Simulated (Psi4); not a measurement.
C$_{3}$H$_{9}$ClGe, singlet, geometry from GFN2-xTB; TPSS/6-31G* in Psi4.

Input for Psi4:
```
memory 2 GB

molecule mol {
0 1
C    -0.772301    1.578218   -1.118544
Ge   -0.047632   -0.062258   -0.249826
C     1.693406   -0.624085   -1.039835
C    -1.375426   -1.547956   -0.224496
Cl    0.340459    0.444999    1.785678
H    -0.993619    1.390409   -2.164365
H    -1.685461    1.896711   -0.624138
H    -0.051603    2.388583   -1.058228
H     2.094302   -1.479271   -0.503482
H     1.568772   -0.898249   -2.082570
H     2.415408    0.185116   -0.979477
H    -1.620393   -1.858346   -1.235260
H    -2.288905   -1.231117    0.270383
H    -0.976153   -2.403631    0.312288
}

set {
  basis 6-31g*
  reference rks
  dft_radial_scheme multiexp
}

energy('tpss')
print_variables()
```

Output, abridged:

```
   => Loading Basis Set <=

    Name: 6-31G*
    Role: ORBITAL
    Keyword: BASIS

         ---------------------------------------------------------
                                   SCF
               by Justin Turney, Rob Parrish, Andy Simmonett
                          and Daniel G. A. Smith
                              RKS Reference
         ---------------------------------------------------------

  ==> Geometry <==

    Molecular point group: c1
    Full point group: C1

    Geometry (in Angstrom), charge = 0, multiplicity = 1:

       Center              X                  Y                   Z               Mass
    ------------   -----------------  -----------------  -----------------  -----------------
         C           -0.781283247377     1.566477828991    -1.165654941743    12.000000000000
         GE          -0.056614247377    -0.073998171009    -0.296936941743    73.921177761000
         C            1.684423752623    -0.635825171009    -1.086945941743    12.000000000000
         C           -1.384408247377    -1.559696171009    -0.271606941743    12.000000000000
         CL           0.331476752623     0.433258828991     1.738567058257    34.968852682000
         H           -1.002601247377     1.378668828991    -2.211475941743     1.007825032230
         H           -1.694443247377     1.884970828991    -0.671248941743     1.007825032230
         H           -0.060585247377     2.376842828991    -1.105338941743     1.007825032230
         H            2.085319752623    -1.491011171009    -0.550592941743     1.007825032230
         H            1.559789752623    -0.909989171009    -2.129680941743     1.007825032230
         H            2.406425752623     0.173375828991    -1.026587941743     1.007825032230
         H           -1.629375247377    -1.870086171009    -1.282370941743     1.007825032230
         H           -2.297887247377    -1.242857171009     0.223272058257     1.007825032230
         H           -0.985135247377    -2.415371171009     0.265177058257     1.007825032230

  Running in c1 symmetry.

  Rotational constants: A =      0.09202  B =      0.06584  C =      0.06584 [cm^-1]
  Rotational constants: A =   2758.73398  B =   1973.82999  C =   1973.82989 [MHz]
  Nuclear repulsion =  482.888450836243862

  Charge       = 0
  Multiplicity = 1
  Electrons    = 76
  Nalpha       = 38
  Nbeta        = 38

  ==> Algorithm <==

  SCF Algorithm Type is DF.
  DIIS enabled.
  MOM disabled.
  Fractional occupation disabled.
[...]
   @DF-RKS iter   4: -2656.66083469819614   -3.44950e-01   3.03133e-03 DIIS/ADIIS
   @DF-RKS iter   5: -2656.72372543125402   -6.28907e-02   6.11463e-04 DIIS/ADIIS
   @DF-RKS iter   6: -2656.72534184580172   -1.61641e-03   2.21913e-04 DIIS/ADIIS
   @DF-RKS iter   7: -2656.72575766765522   -4.15822e-04   2.03689e-05 DIIS
   @DF-RKS iter   8: -2656.72576095910654   -3.29145e-06   3.93073e-06 DIIS
   @DF-RKS iter   9: -2656.72576106490078   -1.05794e-07   7.64112e-07 DIIS
  Energy and wave function converged.

  ==> Post-Iterations <==

   Electrons on quadrature grid:
      Ntotal   =   75.9999672551 ; deviation = -3.274e-05

    Orbital Energies [Eh]
    ---------------------

    Doubly Occupied:

[...]
    Virtual:

[...]
     117A     86.576929

    Final Occupation by Irrep:
              A
    DOCC [    38 ]
    NA   [    38 ]
    NB   [    38 ]

  @DF-RKS Final Energy: -2656.72576106490078

   => Energetics <=

    Nuclear Repulsion Energy =            482.8884508362438623
    One-Electron Energy =               -4651.4816017103757986
    Two-Electron Energy =                1638.8261212760983199
    DFT Exchange-Correlation Energy =    -126.9587314668666380
    Empirical Dispersion Energy =           0.0000000000000000
    VV10 Nonlocal Energy =                  0.0000000000000000
    Total Energy =                      -2656.7257610649007802

Computation Completed

Properties will be evaluated at   0.000000,   0.000000,   0.000000 [a0]

Properties computed using the SCF density matrix

 Multipole Moments:

 ------------------------------------------------------------------------------------
     Multipole            Electronic (a.u.)      Nuclear  (a.u.)        Total (a.u.)
 ------------------------------------------------------------------------------------

 L = 1.  Multiply by 2.5417464519 to convert [e a0] to [Debye]
 Dipole X            :          1.0970336           -1.2900212           -0.1929876
 Dipole Y            :          1.4338511           -1.6861251           -0.2522741
 Dipole Z            :          5.7536694           -6.7660445           -1.0123751
 Magnitude           :                                                    1.0610324

 ------------------------------------------------------------------------------------

  Variable Map:
  ----------------------------------------------------------------------------
[...]
  Array Variable Map:
  ----------------------------------------------------------------------------
[...]
[...]
```
